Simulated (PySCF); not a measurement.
## What PySCF settings do for ZnBr

Base input, run as `OMP_NUM_THREADS=1 python input.py` with PySCF 2.14:

```python
from pyscf import gto, scf, mp

mol = gto.M(
    atom='Zn 0 0 0; Br 0 0 2.144',
    basis='sbkjc',
    ecp={'Zn': 'sbkjc', 'Br': 'sbkjc'},
    charge=0,
    spin=1,
    symmetry=True,
    verbose=3,
)
mf = scf.UHF(mol)
mf.kernel()
mp.MP2(mf).kernel()
mf.dip_moment()
print('orbital energies (hartree):', [e[max(0, n-3):n+3].round(4) for e, n in zip(mf.mo_energy, mol.nelec)])
```

Base result: E(SCF) = -238.121407 Eh, E(MP2) − E(SCF) = -0.43798 Eh, ⟨S²⟩ = 0.754, μz(SCF) = -2.72 D. The bond length is a typed value, not an optimised one. No search for the lowest solution was made.

It ran on AMD EPYC 9R45 96-Core (1 thread, shared host) in 0.51 s, peak memory 0.12 GiB.

Each row names what differs from the base; energies in brackets are changes from the base.

| change | result |
| --- | --- |
| spin-free X2C: off → on [unsound on purpose] | stops with NotImplementedError |
| point-group symmetry: on → off | E(SCF) = -238.121407 Eh (+0.0000 eV), E(MP2) − E(SCF) = -0.43798 Eh, ⟨S²⟩ = 0.754, μz(SCF) = -2.72 D |
| Cartesian functions: off → on | E(SCF) = -238.121844 Eh (-0.0119 eV), E(MP2) − E(SCF) = -0.46721 Eh, ⟨S²⟩ = 0.754, μz(SCF) = -2.71 D |
| PCM solvent, dielectric constant: none → 32.6; step after the SCF: mp2 → analyze | not converged: SCF |
| cycle limit: 50 → 5 | not converged: SCF |
| functional: none (Hartree–Fock) → b3lyp5; SCF type: UHF → UKS; step after the SCF: mp2 → analyze | E(SCF) = -239.411196 Eh, ⟨S²⟩ = 0.752, μz(SCF) = -2.10 D |
| smearing width (hartree): none → 0.01; step after the SCF: mp2 → none [smearing does not keep the typed spin] | E(SCF) = -238.041140 Eh (+2.1842 eV), μz(SCF) = -2.56 D |
| geometry: bond 2.144 → bond 1.715 | E(SCF) = -237.935552 Eh (+5.0574 eV), E(MP2) − E(SCF) = -0.45106 Eh, ⟨S²⟩ = 0.754, μz(SCF) = -0.60 D |
| functional: none (Hartree–Fock) → hf,lyp; SCF type: UHF → UKS; step after the SCF: mp2 → analyze | E(SCF) = -239.141688 Eh, ⟨S²⟩ = 0.753, μz(SCF) = -2.89 D |
| spin (2S): 1 → 5 [a high spin state] | E(SCF) = -237.600444 Eh (+14.1761 eV), E(MP2) − E(SCF) = -0.42307 Eh, ⟨S²⟩ = 8.755, μz(SCF) = 11.33 D |
| electric field along z (a.u.): none → 0.2; point-group symmetry: on → off [unsound on purpose] [may be another electronic state] | not converged: SCF |
| step after the SCF: mp2 → optimize | E(SCF) = -238.121407 Eh (+0.0000 eV), ⟨S²⟩ = 0.754, all at the start geometry; optimised bond 2.344 Å with E = -238.131210 Eh after 5 steps |
| core potential: on → off [unsound on purpose] [spin-contaminated] | E(SCF) = -922.511075 Eh, E(MP2) − E(SCF) = -0.09172 Eh, ⟨S²⟩ = 1.751, μz(SCF) = 185.11 D |
| basis set: sbkjc → pcseg-1; core potential: on → off | E(SCF) = -4349.685737 Eh, E(MP2) − E(SCF) = -0.41622 Eh, ⟨S²⟩ = 0.754, μz(SCF) = -3.36 D |
| charge: 0 → 1; spin (2S): 1 → 0 [another spin of the ion may lie lower] | E(SCF) = -237.821996 Eh (+8.1474 eV), E(MP2) − E(SCF) = -0.43674 Eh |
| geometry: bond 2.144 → bond 1.887 | E(SCF) = -238.054353 Eh (+1.8246 eV), E(MP2) − E(SCF) = -0.44519 Eh, ⟨S²⟩ = 0.754, μz(SCF) = -1.39 D |
| SCF type: UHF → ROHF | E(SCF) = -238.120302 Eh (+0.0301 eV), E(MP2) − E(SCF) = -0.43780 Eh, μz(SCF) = -2.74 D |
| functional: none (Hartree–Fock) → m06l; SCF type: UHF → UKS; step after the SCF: mp2 → analyze | E(SCF) = -239.488655 Eh, ⟨S²⟩ = 0.752, μz(SCF) = -2.07 D |
| geometry: bond 2.144 → bond 1.994 | E(SCF) = -238.093337 Eh (+0.7638 eV), E(MP2) − E(SCF) = -0.44187 Eh, ⟨S²⟩ = 0.754, μz(SCF) = -1.92 D |
| frozen orbitals: 0 → 1 | E(SCF) = -238.121407 Eh (+0.0000 eV), E(MP2) − E(SCF) = -0.41500 Eh, ⟨S²⟩ = 0.754, μz(SCF) = -2.72 D |
| geometry: bond 2.144 → bond 3.216 | E(SCF) = -238.086815 Eh (+0.9413 eV), E(MP2) − E(SCF) = -0.43196 Eh, ⟨S²⟩ = 0.846, μz(SCF) = -4.59 D |
| spin (2S): 1 → 3 | not converged: SCF |
| functional: none (Hartree–Fock) → blyp; SCF type: UHF → UKS; step after the SCF: mp2 → analyze | E(SCF) = -239.409646 Eh, ⟨S²⟩ = 0.751, μz(SCF) = -1.82 D |

Order these changes by how far they move the SCF energy from the base, largest first: (1) geometry: bond 2.144 → bond 1.715; (2) geometry: bond 2.144 → bond 1.887; (3) geometry: bond 2.144 → bond 1.994; (4) geometry: bond 2.144 → bond 3.216.

(1) +5.0574 eV, (2) +1.8246 eV, (4) +0.9413 eV, (3) +0.7638 eV.
